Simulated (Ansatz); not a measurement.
Abridged output of a molecular run in Ansatz:

```
Functional definition: HF
1138 factors; integrals over basis functions are off by at most 1.5e-3 eV
mean field evaluation 1: about -12496.7102 eV, gradient 3.3e1 eV
mean field evaluation 2: about -12496.7963 eV, gradient 3.3e1 eV
mean field evaluation 4: about -12499.8213 eV, gradient 3.8e0 eV
mean field evaluation 8: about -12499.8692 eV, gradient 2.8e-4 eV
mean field -12499.86920004 eV, -459.3617203860 hartree, gradient 7.2e-7 eV, S^2 0.000000; 0 other end points of the search recorded, 0 dependent functions left out
9 core orbitals not correlated: weight in the atoms' cores, before any rotation towards them, 1.000 or more for the frozen orbitals, at most 0.000 for the correlated occupied ones
reference -12499.86920004 eV, -459.3617203860 hartree; 15, 15 occupied and 90, 90 virtual orbitals, 1138 factors
second order -18.50969091 eV of doubles, -0.00000000 eV of singles
cycle   1  -19.44371115 eV  change   -9.3e-1 eV  update   1.0e-1
cycle   2  -19.94791080 eV  change   -5.0e-1 eV  update   3.1e-2
cycle   3  -20.08684983 eV  change   -1.4e-1 eV  update   1.7e-2
cycle   4  -20.08586515 eV  change    9.8e-4 eV  update   4.0e-3
cycle   5  -20.08448327 eV  change    1.4e-3 eV  update   1.6e-3
cycle   6  -20.08445973 eV  change    2.4e-5 eV  update   5.8e-4
cycle   7  -20.08431911 eV  change    1.4e-4 eV  update   2.4e-4
cycle   8  -20.08427514 eV  change    4.4e-5 eV  update   9.2e-5
cycle   9  -20.08429946 eV  change   -2.4e-5 eV  update   3.6e-5
perturbative correction -0.51909291 eV, -0.0190763128 hartree
Total energy: -12520.47259242 eV, -460.1188810904 hartree
```

Its atoms:

Cartesian coordinates in Å:
```
C 1.690 -1.207 -0.433
Al -0.014 -1.196 0.515
C -1.183 0.368 0.370
C -0.949 1.610 -0.416
F -0.205 0.407 1.602
H 1.977 -0.219 -0.802
H 2.499 -1.570 0.208
H 1.650 -1.880 -1.296
H -0.569 -2.443 1.324
H -2.155 0.361 0.863
H -1.144 2.521 0.157
H -1.654 1.590 -1.255
H 0.058 1.657 -0.835
```

(1) Which basis set was used?
A. def2-SVPD
B. cc-pV(Q+d)Z
C. def2-SVP
D. def2-TZVPPD

(2) Write the keys of the input that set method, charge and spin (a neutral closed shell needs none for the last two).

## Answers

(1) C. It gives 114 functions.

(2) 
```yaml
correlation: {method: ccsd_t}
```
